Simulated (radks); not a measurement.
All-electron atom: Er2+ in [Xe] 4f12.

All-electron calculation, Dirac Kohn-Sham, PBEsol, spin-unpolarised, spherical densities, finite nucleus; open shells fill j = l - 1/2 first; Fermi nuclear charge, rms radius 5.2516 fm. Program: a radial shooting solver on a logarithmic mesh with Libxc functionals.

Energy parts (hartree):
| part | energy |
|---|---|
| total | -13093.5398 |
| kinetic | 14447.5133 |
| electron-nucleus | -32365.0751 |
| Hartree | 5098.7580 |
| exchange-correlation | -274.7360 |

Orbitals (lengths in bohr, moments of r in powers of bohr; r(90%) holds 90 % of the orbital's charge):
\begin{tabular}{lrrrrr}
orbital & occ. & eigenvalue (hartree) & <r^2> & r(90%) & <1/r> \\ \hline
1s1/2 & 2 & -2105.204 & 0.0005683 & 0.0369 & 77.52 \\
2s1/2 & 2 & -353.9221 & 0.008781 & 0.134 & 18.64 \\
2p1/2 & 2 & -337.2062 & 0.006332 & 0.118 & 18.62 \\
2p3/2 & 4 & -303.5327 & 0.007551 & 0.128 & 16.15 \\
3s1/2 & 2 & -79.68826 & 0.05799 & 0.331 & 6.822 \\
3p1/2 & 2 & -72.33908 & 0.05365 & 0.323 & 6.740 \\
3p3/2 & 4 & -65.26772 & 0.06050 & 0.342 & 6.108 \\
3d3/2 & 4 & -52.67012 & 0.04765 & 0.314 & 5.994 \\
3d5/2 & 6 & -51.12401 & 0.04955 & 0.319 & 5.840 \\
4s1/2 & 2 & -16.12473 & 0.2920 & 0.731 & 2.855 \\
4p1/2 & 2 & -13.18719 & 0.3049 & 0.754 & 2.746 \\
4p3/2 & 4 & -11.59392 & 0.3431 & 0.799 & 2.527 \\
4d3/2 & 4 & -6.75411 & 0.3879 & 0.869 & 2.305 \\
4d5/2 & 6 & -6.46468 & 0.4030 & 0.886 & 2.251 \\
5s1/2 & 2 & -2.43341 & 1.769 & 1.81 & 1.065 \\
5p1/2 & 2 & -1.64029 & 2.266 & 2.08 & 0.9339 \\
5p3/2 & 4 & -1.44129 & 2.625 & 2.24 & 0.8573 \\
4f5/2 & 6 & -0.66118 & 0.8932 & 1.42 & 1.663 \\
4f7/2 & 6 & -0.62129 & 0.9432 & 1.46 & 1.633 \\
\end{tabular}

The highest occupied level is 4f7/2 at -16.906 eV. The density falls to 0.001 e/bohr^3 at r = 3.34 bohr. The electron density at the nucleus is 8.716e+05 e/bohr^3. For comparison, the ionisation energy in NIST's Atomic Spectra Database is 22.70 eV (semi-empirical). In exact Kohn-Sham theory the highest level is minus the ionisation energy, but local and semilocal functionals leave it too shallow, through self-interaction and a potential that decays too fast; potentials with the right tail come closer. Summed over all electrons, <r^2> = 37.14 bohr^2, which gives a Langevin (diamagnetic) susceptibility term of -29.4 x 10^-6 cm^3/mol.

Beside tabulated values, note that spin-unpolarised runs miss the spin-polarisation part of the exchange energy of open shells.
